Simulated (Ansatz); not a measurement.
Species: C₁₀H₇BS, SMILES `Bc1cc2cccc(C#C)c2s1` (charge 0, multiplicity 1), formula C10H7BS.

**Question.** How many basis functions does frozen-core CCSD(T)/cc-pVDZ // PBE0-D3(BJ)/def2-SVP in Ansatz (a first-principles code) use, how many core orbitals are frozen, and how many electrons are correlated?

**Answer.** 207 basis functions and 16 frozen orbitals, which leaves 56 correlated electrons. Core time is of the order of minutes.
